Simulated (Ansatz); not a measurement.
Program: Ansatz. Geometries: PBE0-D4/def2-TZVP. ΔE: electronic, gas phase. CCSD(T)/CBS adds triple-zeta CCSD(T) − MP2 to the extrapolated MP2 energy (def2 sets, frozen cores). Functionals use def2-TZVPP. B3LYP here is the variant with VWN-RPA as its local correlation; programs differ in this. HSE06 is defined as in plane-wave codes. For Ga, Ge, Se outer-core shells are correlated without core-valence functions, which leaves a few kJ/mol of doubt a bond. Scalar relativity is left out up to krypton. One conformer a species, not always the lowest.

`[SiH3][CH]1[GaH][Se]1` + `[OH][GeH]([F])[F]` → `[F][GeH]([F])[O][SiH3]` + `[CH2]1[GaH][Se]1`  (ligand exchange at the Si–C bond)

```csv
level,ΔE (kJ/mol)
BLYP-D4,-78.3
PBE0-D4,-72.0
r2SCAN0-D4,-81.3
BHLYP-D4,-89.2
BLYP,-85.2
B3LYP,-88.3
HSE06,-74.6
HF/def2-SVP,-99.0
```

(1) What does CCSD(T)/CBS give? (Best estimate.)

Largest T1 diagnostic among the species: 0.014.

## Answers

(1) The calculation gave: -78.9 kJ/mol. The listed levels differ from it by 0.6, 6.9, -2.4, -10.3, -6.3, -9.4, 4.3, -20.1 kJ/mol.

The D4 term adds +5.7 kJ/mol with B3LYP and +2.9 kJ/mol with PBE0; it sums over pairs of atoms, weighted by their polarisabilities, and B3LYP, whose exchange is more repulsive, gets the larger term. From PBE to PBE0 (25 % exact exchange), in def2-TZVPP and without D4, ΔE moves by −5.0 kJ/mol. In def2-TZVPP, CCSD(T) changes the Hartree–Fock value by +25.4 kJ/mol (the triples alone add +4.2 kJ/mol) and MP2 by +28.5 kJ/mol.

CCSD(T)/CBS has its own doubt, a few kJ/mol and more with outer-core shells, so smaller differences from it don't rank the levels.
